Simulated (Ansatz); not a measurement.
Input (CCSDT(Q)/def2-SVP; Ansatz, a first-principles code):

Ansatz 0.2 input:
```yaml
crystal:
  periodic: [false, false, false]
  atoms:
    - {symbol: Se, position_ang: [0.00268077, -0.00487052, 0.64152137]}
    - {symbol: Cl, position_ang: [1.06113318, 1.27322066, -0.63633732]}
    - {symbol: Cl, position_ang: [-1.06649472, -1.26347963, -0.64670542]}
basis:
  gaussian:
    orbitals: def2-SVP
total_charge: 1
magnetization: {spin_polarized: true, initial_magnetization: 1}
correlation: {method: ccsdt_q, electrons: outside_noble_gas}
```

Output:

```
Functional definition: HF
integrals: 0.09 GiB planned
1077 factors; integrals over basis functions are off by at most 1.6e-7 eV
mean field: 0.49 GiB planned
mean field evaluation 1: about -90283.1901 eV, gradient 1.6e1 eV
mean field evaluation 2: about -90283.2301 eV, gradient 1.6e1 eV
mean field evaluation 4: about -90285.0077 eV, gradient 1.9e0 eV
mean field evaluation 8: about -90285.0863 eV, gradient 1.6e-1 eV
mean field evaluation 16: about -90285.0875 eV, gradient 2.1e-6 eV
mean field evaluation 32: about -90281.9586 eV, gradient 1.2e0 eV
mean field evaluation 64: about -90282.0998 eV, gradient 5.2e-4 eV
mean field evaluation 96: about -90282.0517 eV, gradient 2.7e-1 eV
mean field -90285.08746749 eV, -3317.9157669999 hartree, gradient 2.1e-6 eV, S^2 0.763089; 2 other end points of the search recorded, 0 dependent functions left out
determinant -90285.08746749 eV, -3317.9157669999 hartree, with singles and doubles -90296.16228167 eV, -3318.3227589145 hartree
determinant -90282.09984823 eV, -3317.8059740173 hartree, with singles and doubles -90293.19518194 eV, -3318.2137200105 hartree
determinant -90282.00758236 eV, -3317.8025833091 hartree, with singles and doubles -90293.16157533 eV, -3318.2124849904 hartree
24 core orbitals not correlated
reference -90285.08746749 eV, -3317.9157669999 hartree; 10, 9 occupied and 34, 35 virtual orbitals, 1077 factors
second order -10.10663867 eV of doubles, -0.00000000 eV of singles
coupled cluster: 1.92 GiB planned
cycle   1  -10.68120417 eV  change   -5.7e-1 eV  update   1.1e-1
cycle   2  -11.15075788 eV  change   -4.7e-1 eV  update   5.6e-2
cycle   3  -11.52199312 eV  change   -3.7e-1 eV  update   3.6e-2
cycle   4  -11.50277290 eV  change    1.9e-2 eV  update   1.6e-2
cycle   5  -11.48603147 eV  change    1.7e-2 eV  update   1.1e-2
cycle   6  -11.49417805 eV  change   -8.1e-3 eV  update   4.7e-3
cycle   7  -11.49713875 eV  change   -3.0e-3 eV  update   1.8e-3
cycle   8  -11.49646424 eV  change    6.7e-4 eV  update   6.8e-4
cycle   9  -11.49637165 eV  change    9.3e-5 eV  update   3.3e-4
cycle  10  -11.49652826 eV  change   -1.6e-4 eV  update   1.4e-4
cycle  11  -11.49633994 eV  change    1.9e-4 eV  update   7.0e-5
cycle  12  -11.49643246 eV  change   -9.3e-5 eV  update   3.4e-5
cycle  13  -11.49644990 eV  change   -1.7e-5 eV  update   1.5e-5
cycle  14  -11.49646056 eV  change   -1.1e-5 eV  update   8.5e-6
cycle  15  -11.49646479 eV  change   -4.2e-6 eV  update   4.3e-6
cycle  16  -11.49646418 eV  change    6.1e-7 eV  update   2.4e-6
cycle  17  -11.49646502 eV  change   -8.3e-7 eV  update   1.4e-6
perturbative correction -0.03611652 eV, -0.0013272575 hartree
Total energy: -90296.62004902 eV, -3318.3395815541 hartree
```
